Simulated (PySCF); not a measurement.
How methods differ on the ionisation energy of Rh³⁰⁺

Rh³⁰⁺ [Ne] 3s2 3p3 (4S) → Rh³¹⁺ [Ne] 3s2 3p2 (3P), as a difference of total energies. All numbers are calculated (PySCF 2.14, the spin-free X2C one-electron Hamiltonian (Gaussian nucleus), in an uncontracted even-tempered set (18 s from 4.4 bohr⁻², ratio 2.5; 12 p from 5.7 bohr⁻², ratio 2.5; 5 d from 24 bohr⁻², ratio 2.7; 4 f from 36 bohr⁻², ratio 2.7)). Correlated levels: outer shells: 1s2 frozen; virtual orbitals above 40 to 60 times the deepest correlated orbital energy dropped. The calculations carry no spin-orbit coupling.

```tsv
method	ionisation energy (eV)
UHF	1766.0
LDA	1766.5
PBE	1766.8
PBE0	1767.0
r2SCAN	1767.7
M06	1767.4
TPSSh	1767.0
MP2 (outer shells)	1766.5
SCS-MP2 (outer shells)	1766.2
```

Spin-orbit coupling is strong in these open shells (close to jj coupling). The scalar numbers leave it out and a first-order estimate fails, so it can dominate the gap to the real levels.

Breit and QED terms and the two-electron picture change are absent.

For comparison: 1763 ± 7 eV (semi-empirical (NIST evaluation); NIST Atomic Spectra Database, ionization energies).
